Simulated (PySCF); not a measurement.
## HTcN, quartet: computed properties

Level of theory: UPBE0 in PySCF with Tc def2-TZVP with ECP28, N def2-TZVP, H def2-TZVP; scalar-relativistic core potentials, no spin–orbit coupling; density-fitted integrals.

The structure is a minimum.

Z-matrix (Å, degrees; charge 0 multiplicity 4):
```
Tc
N  1 1.6116
H  1 1.6920 2 112.75
```

- Point group: Cs
- Bond lengths: Tc–H 1.692 Å, Tc–N 1.612 Å
- Bond angles: H–Tc–N 112.8°
- Spin squared ⟨S²⟩: 3.812
- Principal polarisabilities: 47.2, 49.4, 56.5 bohr³
- Atomisation energy without zero-point energy: 725 kJ/mol
- Heat capacity Cp at 298.15 K: 38.8 J/(mol K)
- Dipole moment: 2.33 D
- Enthalpy at 298.15 K above 0 K: 10.41 kJ/mol
- Rotational symmetry number: 1
- Entropy at 298.15 K and 1 bar (electronic part: spin only): 263.0 J/(mol K)
- Zero-point energy: 21.3 kJ/mol
- Highest occupied level (α): -5.70 eV
- Rotational constants: 7.103, 0.5164, 0.4814 cm⁻¹
- Lowest empty level (β): -3.18 eV
- Principal quadrupole moments (Buckingham, traceless) about the centre of mass: -3.73, -0.89, 4.62 D Å

Harmonic modes (masses in u: Tc 98.907, N 14.003, H 1.008):
| symmetry | ω (cm⁻¹) | IR (km/mol) |
| --- | --- | --- |
| a' | 597 | 35.8 |
| a' | 1105 | 136 |
| a' | 1862 | 174 |

Charges (e):
```tsv
atom	Mulliken	Löwdin	polar tensor	spin (Mulliken)	Mayer order to Tc1
Tc1	0.58	0.35	0.79	3.15	–
N2	-0.47	-0.25	-0.56	-0.11	2.82
H3	-0.11	-0.09	-0.22	-0.04	0.92
```

Mulliken populations on Tc1 (electrons outside its core potential): s 2.71, p 6.37, d 5.32, f 0.02.

Outer orbital energies (eV). α occupied: -20.73, -11.21, -10.61, -10.55, -9.83, -8.95, -7.75, -5.70; empty: -2.91, -1.32, -0.64, 0.20. β occupied: -20.83, -10.33, -10.21, -9.81, -8.76; empty: -3.18, -3.07, -2.02, -1.95.

This need not be the most stable arrangement of these atoms. Open d and f shells are described by one determinant, and the ground state may have another occupation or spin. At this level a doublet minimum of Cs symmetry lies 35 kJ/mol below this structure.

The final relaxation and frequency run took 49 s on 2 threads of a shared Arm Neoverse N1 host, with 77 basis functions and 12 gradients; the process peaked at 0.75 GiB. Launch command: `OMP_NUM_THREADS=2 python axn.py task.json out`.
